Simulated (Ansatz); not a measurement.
Job for Ansatz (an electronic-structure program): R-BLYP/def2-TZVPPD on C2H3F (SMILES C=CF). Files ending in .json are basis or fitting sets from the Basis Set Exchange.

Ansatz 0.2 input:
```yaml
crystal:
  periodic: [false, false, false]
  atoms:
    - {symbol: C, position_ang: [0.94513541, -0.66954030, 2.70597749]}
    - {symbol: C, position_ang: [-0.32683374, -0.46253166, 2.97042605]}
    - {symbol: F, position_ang: [-1.21886655, -0.13605589, 1.99599222]}
    - {symbol: H, position_ang: [1.33736806, -0.59007785, 1.70078580]}
    - {symbol: H, position_ang: [1.61074754, -0.92413716, 3.51776534]}
    - {symbol: H, position_ang: [-0.81045292, -0.51694379, 3.93574975]}
basis:
  gaussian:
    orbitals: def2-TZVPPD.json
hamiltonian:
  xc: {name: BLYP}
scf: {lower_state_search: off}
```

Question: What total energy does the run end on?

Answer: -177.8626 hartree.
